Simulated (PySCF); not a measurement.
Species: C3H8Cl2Si2.
Cartesian coordinates in Å at the GFN2-xTB level; atoms count from 1:
```
atom  x, y, z in Å
Cl1    2.1458    1.3735    2.0843
Si2    2.4826   -0.1897    0.8409
Si3    0.8888   -0.2432   -0.8417
C4    -0.8475   -0.4181   -0.0945
Cl5   -0.9997   -1.9679    0.7626
C6    -1.5886    0.7359    0.5086
C7    -2.0933    0.0980   -0.7464
H8     3.8284    0.0096    0.2977
H9     2.5377   -1.3796    1.6897
H10    1.0587   -1.3860   -1.7437
H11    0.8286    0.9706   -1.6714
H12   -2.1409    0.5680    1.4212
H13   -1.1316    1.7129    0.4498
H14   -2.9873   -0.5043   -0.6864
H15   -1.9861    0.6284   -1.6810
```

NICS = −σ at a ghost point: NICS(0) at the centroid of the ring atoms, NICS(1) 1 Å to either side along the normal of their mean plane, zz for the tensor component along that normal. Level: GIAO PBE0/pcSseg-1 (PySCF, non-relativistic, gas phase) on the GFN2-xTB geometry, one conformer.

Ring bond lengths (Å), with Mayer bond orders in brackets: C4–C6 1.498 (0.92), C6–C7 1.496 (0.96), C7–C4 1.498 (0.93).

Give the NICS values of each ring in ppm.

```csv
ring,type,NICS(0),"NICS(1), two faces","NICS(1)zz, two faces",rms pucker (Å),"centre to ring atoms, mean (Å)"
C4–C6–C7,3-membered carbocycle; formal bonds all single,-42.7,-9.4 / -7.3,-24.0 / -19.0,0.00,0.86
```

What do they say, and how far can they be read as aromaticity?

- C4–C6–C7: mean NICS(1)zz -21.5 ppm, shielded. C4, C6, C7 have four or more neighbours; no verdict on aromaticity is drawn. The two faces differ by 5.0 ppm, so no symmetry operation interchanges them. NICS(0) lies 34 ppm below the mean NICS(1).

What field does 1 T along the ring normal induce along that normal at the first NICS(1) probe listed for ring C4–C6–C7, 1 Å off the ring?

NICSzz × B0 = -24.0 ppm × 1 T = -24 μT, against the applied field.

List the ring angles and the Hirshfeld charges of the ring atoms.

- C4–C6–C7: C4 59.9° (-0.060 e), C6 60.0° (-0.091 e), C7 60.1° (-0.089 e); sum 180.0° against 180° for a flat convex ring.

How shielded are the nuclei of the rings and their hydrogens (means over atoms taken as equivalent)?

| atoms | environment | σ isotropic (ppm) |
| --- | --- | --- |
| C4 | sp3 C–Cl carbon | 156.3 |
| C6 (×2) | three-membered-ring carbon | 170.2 |
| H12 (×2) | methylene hydrogen | 30.57 |
| H13 (×2) | methylene hydrogen | 30.78 |
